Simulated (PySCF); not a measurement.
**Cost of excited-state runs on SMILES C=C([CH2])OC(C)C, C$_{6}$H$_{11}$O, doublet**

Atoms are numbered as in `[CH2:1][C:2](=[CH2:3])[O:4][CH:5]([CH3:6])[CH3:7]` (H(Xn): hydrogen on atom n). Ha(C3) is cis to C1; Hb(C3) is trans to C1.

PySCF with density fitting, on 1 thread of an Arm Neoverse V1, shared host. Command: `OMP_NUM_THREADS=1 python excited_run.py task.json out`

Problem. How long does each of these runs take, and how much memory?
- open-shell absorption, B3LYP/def2-SVPD; 10 states; Tamm-Dancoff; writes grids
- open-shell absorption, B3LYP/def2-SVPD; 15 states; full response; fitting basis def2-universal-jkfit; guess sap

Solution. 
| run | level | basis functions | wall time | peak memory (GiB) |
| --- | --- | --- | --- | --- |
| open-shell absorption | B3LYP/def2-SVPD | 231 | 110 s | 0.82 |
| open-shell absorption | B3LYP/def2-SVPD | 231 | 2.7 min | 0.84 |

Times from a shared host are rough.
